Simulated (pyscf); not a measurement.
## C₄H₈Si (SMILES C1=CC[SiH2]C1), singlet

Gas-phase minimum from PySCF at ωB97X-D3(BJ)/def2-SVP, one conformer. 

```xyz
13

C      1.0736     0.4696     0.6147
C      1.0892     1.4448    -0.3049
C     -0.2045     1.8538    -0.9826
Si    -1.4734     0.6929    -0.1712
C     -0.2387    -0.2071     0.9612
H      1.9961     0.1564     1.1183
H      2.0252     1.9495    -0.5726
H     -0.1418     1.7236    -2.0766
H     -0.4266     2.9208    -0.8105
H     -2.5359     1.4222     0.5834
H     -2.1420    -0.2173    -1.1482
H     -0.1923    -1.2927     0.7689
H     -0.4769    -0.0929     2.0326
```
Charge 0, spin multiplicity 1.

Bonds (Å): C1–C2 1.341, C1–C5 1.517, C1–H6 1.097, C2–C3 1.517, C2–H7 1.097, C3–Si4 1.902, C3–H8 1.103, C3–H9 1.103, Si4–C5 1.902, Si4–H10 1.493, Si4–H11 1.493, C5–H12 1.103, C5–H13 1.103. Bond angles (°): C2–C1–C5 119.4, C2–C1–H6 120.9, C5–C1–H6 119.7, C1–C2–C3 119.5, C1–C2–H7 120.8, C3–C2–H7 119.7, C2–C3–Si4 102.4, C2–C3–H8 111.3, C2–C3–H9 111.3, Si4–C3–H8 112.9, Si4–C3–H9 112.9, H8–C3–H9 106.3, C3–Si4–C5 96.3, C3–Si4–H10 113.1 (the first ones only).

Properties at ωB97X-D3(BJ)/def2-SVP:

```json
{
 "harmonic_wavenumbers_unscaled": "24, 369, 464, 472, 598, 646, 687, 710, 750, 846, 862, 878, 940, 972, 982, 1007, 1134, 1137, 1140, 1228, 1253, 1381, 1432, 1432, 1741, 2244, 2248, 3081, 3081, 3129, 3130, 3180, 3203 cm⁻¹",
 "zero_point_energy": "66.3 kcal/mol",
 "rotational_symmetry_number": "2",
 "Entropy of this conformer at 298 K and 1 atm, rigid rotor and harmonic oscillator, modes under 100 cm⁻¹ raised to 100": "303.9 J/(mol K)",
 "dipole_moment": "0.30 D"
}
```

Single-point totals, which compare only within one level:

```tsv
level	total energy (hartree)
ωB97X-D3(BJ)/def2-TZVP	-446.89848
PBE/def2-TZVP	-446.40962
r²SCAN/def2-TZVP	-446.65475
B3LYP-D3(BJ)/def2-TZVP	-446.82848
PBE0-D3(BJ)/def2-TZVP	-446.47447
M06-2X/def2-TZVP	-446.68093
ωB97M-D3(BJ)/def2-TZVP	-446.87036
```

The lowest mode is so soft that the shape along it may change with the basis.
